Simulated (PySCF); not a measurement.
## Heteronuclear NMR

Bonds (- single, = double, # triple, : aromatic): C1-O2, O2-C3, C3=O4, C3-Si5, Si5-C6, Si5-Si7, Si5-Si8. C1 carries H9, H10, H11; C6 carries H12, H13, H14; Si7 carries H15, H16, H17; Si8 carries H18, H19, H20.

PySCF calculation with shieldings: GIAO PBE0/pcSseg-1 and GFN2-xTB geometry; equivalent nuclei averaged, isolated molecule, one conformer, no relativistic terms.

**Question.** What are the ²⁹Si shifts?

**Answer.** 
```
  atoms                  environment  σ (ppm)  δ (ppm)
    Si5  silicon bonded to 2 C, 2 Si    411.1    -57.9
Si7/Si8    silicon bonded to Si, 3 H    458.3    -96.8
```

Shieldings were converted by a linear fit to measured shifts: ²⁹Si: δ = 279.94 − 0.822σ (rms 8.9 ppm, 72 shifts, 25.8 ppm with the 6 outliers that the fit left out vs TMS, solution or neat liquid). A few per cent of atoms miss by over 2 rms, more outside the fitted compound classes.

On a 600 MHz spectrometer ²⁹Si resonates near 119.2 MHz, so 1 ppm is 119.2 Hz.

**Question.** What are the ¹⁷O shifts?

**Answer.** 
```tsv
atoms	environment	σ (ppm)	δ (ppm)
O4	ester carbonyl oxygen	-181.3	431.9
O2	ester alkoxy oxygen	112.1	164.6
```

Shieldings were converted by a linear fit to measured shifts: ¹⁷O (scatter 10.7 ppm rms, 12.2 ppm with the 3 outliers that the fit left out vs liquid water, solution or neat liquid). A few per cent of atoms miss by over 2 rms, more outside the fitted compound classes.

On a 600 MHz spectrometer ¹⁷O resonates near 81.3 MHz, so 1 ppm is 81.3 Hz.
